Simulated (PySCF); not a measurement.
**From computed data to an observable: oscillator strength and radiative lifetime**

(Z)-1,2-dibromo-1,2-difluoroethene (C₂Br₂F₂), SMILES F/C(Br)=C(\F)Br.

Coordinates come from a B3LYP-D3(BJ)/def2-SVP optimisation.

TDA-B3LYP/def2-SVPD (PySCF) puts the first singlet state with f over 0.02 at 6.58 eV (vertical), with the transition dipole (0.000, -1.639, 0.000) in atomic units.

Task: Find the oscillator strength, the wavelength and the radiative lifetime that this transition would have in vacuum if emission retraced absorption.

Result: 
|μ|² = 2.6863 au, so |μ| = 4.17 D. ΔE = 6.58/27.211 = 0.2418 hartree. f = (2/3) ΔE |μ|² = 0.433 (the program prints 0.433).
λ = 1239.84/6.58 = 188 nm; ν = 53071 cm⁻¹.
Einstein's coefficient A = 0.6670 ν² f s⁻¹ (ν in cm⁻¹) = 8.1e8 s⁻¹, so τ = 1/A = 1.2 ns. This state is S5; the lower singlets have f = 0.000, 0.000, 0.000, 0.006. The figure is the radiative limit of this one transition; relaxation, internal conversion, crossing to triplets and a medium change what is measured.
